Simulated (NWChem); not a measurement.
Species: C3H6OSi; SMILES C#CCO[SiH3]

```xyz
11

C      0.3446     3.0852     0.0000
C     -0.0842     1.9539     0.0000
C     -0.6300     0.5987     0.0000
O      0.3924    -0.3604     0.0000
Si     0.1242    -2.0072     0.0000
H      0.7317     4.0876     0.0000
H     -1.2842     0.4855     0.8878
H     -1.2842     0.4855    -0.8878
H      1.4650    -2.6474     0.0000
H     -0.6515    -2.4168     1.2131
H     -0.6515    -2.4168    -1.2131
```
Atoms are numbered in this order, from 1.

The geometry was optimised at PBE0/def2-SVP.

### Question
Give the principal values of the shielding tensors (ppm) of C1, C2, C3, O4, Si5 from Hartree-Fock/6-31G* (spherical d), GIAO (NWChem), with their diamagnetic and paramagnetic parts as GIAO splits them.

### Answer
```json
[
 {"atom": "C1", "σ11": "65.6", "σ22": "71.5", "σ33": "239.9", "isotropic": "125.7", "diamagnetic": "280.8", "paramagnetic": "-155.2"},
 {"atom": "C2", "σ11": "38.7", "σ22": "38.8", "σ33": "308.0", "isotropic": "128.5", "diamagnetic": "257.7", "paramagnetic": "-129.2"},
 {"atom": "C3", "σ11": "132.9", "σ22": "134.6", "σ33": "190.4", "isotropic": "152.7", "diamagnetic": "243.9", "paramagnetic": "-91.2"},
 {"atom": "O4", "σ11": "325.1", "σ22": "346.5", "σ33": "367.4", "isotropic": "346.3", "diamagnetic": "397.2", "paramagnetic": "-50.8"},
 {"atom": "Si5", "σ11": "438.9", "σ22": "445.3", "σ33": "529.8", "isotropic": "471.3", "diamagnetic": "878.5", "paramagnetic": "-407.1"}
]
```
